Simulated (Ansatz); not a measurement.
C$_{2}$HAlCl$_{2}$, SMILES `C#[C][Al]([Cl])[Cl]`, relaxed with RKS PBE0-D4/def2-TZVP in the Gaussian-basis code of Ansatz from a PBE-D4/def2-SVP geometry. The force threshold is 0.005 eV/Å; the program also tests the step.

Charge 0, multiplicity 1.

Start:

```xyz
6

C     1.727    0.867    0.207
C     0.631    0.321    0.074
Al   -1.050   -0.524   -0.127
Cl   -1.323   -2.509    0.494
Cl   -2.677    0.498   -0.971
H     2.691    1.347    0.323
```

Question: How much energy does the relaxation release, and in how many steps? (Estimate.)

Answer: Computed: 4.12 kJ/mol, in 3 steps.

Question: Which bonds change most? (Best estimate.)

Answer: Computed: Al3–Cl5 from 2.099 to 2.075 Å; Al3–Cl4 from 2.098 to 2.075 Å; C1–C2 from 1.232 to 1.209 Å; C1–H6 from 1.084 to 1.067 Å.

Question: Give the relaxed structure. (Best estimate.)

Answer: Ansatz gave: 
```xyz
6

C     1.705    0.857    0.204
C     0.630    0.320    0.074
Al   -1.039   -0.521   -0.124
Cl   -1.309   -2.485    0.489
Cl   -2.642    0.498   -0.961
H     2.654    1.331    0.318
```
